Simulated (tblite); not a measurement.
Species: C₅H₆ClF₂ (doublet state).
Z-matrix (Å and degrees, GFN2-xTB geometry), rows numbered from 1:
```
C 
C   1  1.3215
C   2  1.4809  1  123.09
Cl  3  1.9366  2  104.91  1  -103.66
C   3  1.4325  2  116.19  1   141.04
C   5  1.4825  3  121.46  2  -160.10
F   6  1.3543  5  111.34  3   163.52
F   6  1.3614  5  112.00  3    44.43
H   1  1.0773  2  121.87  3    -0.45
H   1  1.0758  2  121.61  3   179.74
H   2  1.0805  1  121.31  3  -179.12
H   3  1.0893  2  113.44  1     5.99
H   5  1.0766  3  121.13  2    30.01
H   6  1.1101  5  113.23  3   -75.86
```

Computed geometry: GFN2-xTB, gas phase. This method treats the open shell by occupation alone, without spin polarisation.

Take the most abundant isotopes and a rigid rotor. The values belong to one conformer with, in the numbering `[CH2:1]=[CH:2][C@H:3]([Cl:4])[CH:5][CH:6]([F:7])[F:8]`, C1–C2–C3–Cl4 -104°, C2–C3–C5–C6 -160°, C3–C5–C6–F7 164°.

Give the principal moments of inertia and the rotational constants in GHz.

Ia = 213.07, Ib = 544.31, Ic = 645.19 u·Å²; 505379 MHz·u·Å²/I gives 2372, 928.5 and 783.3 MHz, that is A = 2.3719, B = 0.9285, C = 0.7833 GHz.

What kind of rotor is it?

An asymmetric top: κ = (2 × 928.5 − 2372 − 783.3)/(2372 − 783.3) = -0.82.

What does the inertial defect say?

Not planar: Δ = Ic − Ia − Ib = -112.18 u·Å². For a rigid frame Δ = −2 Σ m c², so Σ m c² = 56.09 u·Å² lies off the ab plane: 8.60 from hydrogen and 47.49 from heavier atoms. The atom farthest from that plane is 1.72 Å away.

Give the other two planar moments, Paa and Pbb, and the rms extents of the mass along the axes.

Paa = Σ m a² = (Ib + Ic − Ia)/2 = 488.21 and Pbb = Σ m b² = (Ia + Ic − Ib)/2 = 156.97 u·Å². With the mass M = 139.01 u, the rms extents √(P/M) along a, b and c are 1.87, 1.06, 0.64 Å.

Give the coordinates in the principal-axis frame, origin at the centre of mass.

The sense of each axis is arbitrary; atoms in the order of the calculation.
| atom | mass (u) | a (Å) | b (Å) | c (Å) |
| --- | --- | --- | --- | --- |
| C1 | 12.000 | -2.644 | -1.814 | 0.203 |
| C2 | 12.000 | -1.828 | -1.059 | -0.511 |
| C3 | 12.000 | -0.738 | -0.255 | 0.088 |
| Cl4 | 34.969 | -1.396 | 1.566 | 0.073 |
| C5 | 12.000 | 0.491 | -0.208 | -0.647 |
| C6 | 12.000 | 1.768 | 0.170 | 0.005 |
| F7 | 18.998 | 2.832 | -0.191 | -0.752 |
| F8 | 18.998 | 1.926 | -0.442 | 1.210 |
| H9 | 1.008 | -2.555 | -1.892 | 1.274 |
| H10 | 1.008 | -3.431 | -2.385 | -0.257 |
| H11 | 1.008 | -1.929 | -0.981 | -1.584 |
| H12 | 1.008 | -0.609 | -0.427 | 1.156 |
| H13 | 1.008 | 0.501 | -0.288 | -1.720 |
| H14 | 1.008 | 1.858 | 1.260 | 0.192 |

Estimate the classical rotational partition function at 10 K, 100 K and 500 K.

Point group C1, symmetry number σ = 1; q = (√π/σ)·√((kT/h)³/(ABC)), k/h = 20836.6 MHz/K: 4060 at 10 K, 128000 at 100 K, 1440000 at 500 K.

For this open shell read J as N, the rotation without spin; fine and hyperfine splittings come on top. Its GFN2-xTB frequencies are all real (lowest 25 cm⁻¹). Zero-point vibration and centrifugal distortion are left out.

Hardware: an Arm Neoverse V1 with one thread, shared host with 32 logical CPUs at a one-minute load of 16. Cost: 0.39 s of wall time. These figures are those of the optimisation.
